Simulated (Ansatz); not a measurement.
Total energies of C2H6ClNSn, SMILES `C[N](C)[Sn][Cl]`.

Z-matrix (Å, degrees):
```
C
N 1 1.442
H 1 1.099 2 111.6
H 1 1.095 2 111.0 3 -120.0
H 1 1.099 2 111.6 3 120.0
C 2 1.440 1 112.8 3 -60.0
Sn 2 2.021 1 118.4 3 120.0
H 6 1.099 2 111.0 1 59.6
H 6 1.090 2 110.7 1 -180.0
H 6 1.099 2 111.0 1 -59.6
Cl 7 2.391 2 96.9 1 180.0
```

Total charge 0; spin multiplicity 1. Correlated methods include outer-core shells of Sn, which these sets cover unevenly. Sn: def2 effective core potential. The structure was optimised at the PBE0-D4/def2-TZVP level. It is one conformer, not always the lowest. Basis def2-TZVPP, Ansatz.

RPA on PBE orbitals: Hartree–Fock energy of these orbitals -806.58567 Eh, correlation -1.66832 Eh (frozen core).

```tsv
functional	energy without D4 (Eh)	D4 term (kJ/mol)
LDA (SPW92)	-806.18976	–
PBE	-808.84305	-28.9
BLYP	-809.09531	-62.7
r2SCAN	-809.17894	-6.9
B97M-V	-809.08141	–
PBE0	-808.89967	-24.6
B3LYP	-809.30425	-46.9
LC-ωPBE	-809.02216	–
ωB97X-V	-809.07779	–
B2PLYP	-808.75318	–
```

Task: Give the same for revPBE, r2SCANh, r2SCAN0, HSE06 (plane-wave form), BHLYP, CAM-B3LYP, ωB97M-V, PBE-QIDH. (An estimate is asked.)

Result: Ansatz gave: 
```json
{"functional": "revPBE", "energy without D4 (Eh)": "-809.12927", "D4 term (kJ/mol)": "-83.2"}
{"functional": "r2SCANh", "energy without D4 (Eh)": "-809.15850", "D4 term (kJ/mol)": "-7.5"}
{"functional": "r2SCAN0", "energy without D4 (Eh)": "-809.12931", "D4 term (kJ/mol)": "-8.3"}
{"functional": "HSE06 (plane-wave form)", "energy without D4 (Eh)": "-808.88282", "D4 term (kJ/mol)": "-23.1"}
{"functional": "BHLYP", "energy without D4 (Eh)": "-809.05137", "D4 term (kJ/mol)": "-38.4"}
{"functional": "CAM-B3LYP", "energy without D4 (Eh)": "-809.13394", "D4 term (kJ/mol)": "-25.3"}
{"functional": "ωB97M-V", "energy without D4 (Eh)": "-809.06955", "D4 term (kJ/mol)": "–"}
{"functional": "PBE-QIDH", "energy without D4 (Eh)": "-808.59947", "D4 term (kJ/mol)": "–"}
```

B3LYP takes the VWN-RPA correlation (the form of Gaussian; ORCA's B3LYP/G). HSE06 is the plane-wave form, built on full-range PBE exchange. The double hybrids freeze the cores in their second-order part.

LC-ωPBE has ω = 0.4 bohr⁻¹.
